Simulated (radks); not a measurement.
The mean radii <r> (bohr) of the occupied orbitals of an atom or ion are listed with their occupations. All-electron calculation, scalar-relativistic Kohn-Sham, PBE, spin-polarised, spherical densities, finite nucleus; Fermi nuclear charge, rms radius of each element as measured or else 0.836 A^(1/3) + 0.57 fm. Program: a radial shooting solver on a logarithmic mesh with Libxc functionals.

| orbital | occ. | <r> |
|---|---|---|
| 1s up | 1 | 0.02164 |

Name the element and its charge. Open shells, if any, are filled with parallel spins first.

Answer. Z = 64, gadolinium, charge +63: Gd63+ in 1s1. The 1s radius gives Z: for a bare nucleus <r> = (2 gamma + 1)/(2Z) with gamma = sqrt(1 - (Z/c)^2), 0.02163 bohr for Z = 64, and the self-interaction of the functional makes it slightly larger (0.02164 here). The occupations add up to 1, and the charge is Z minus that.
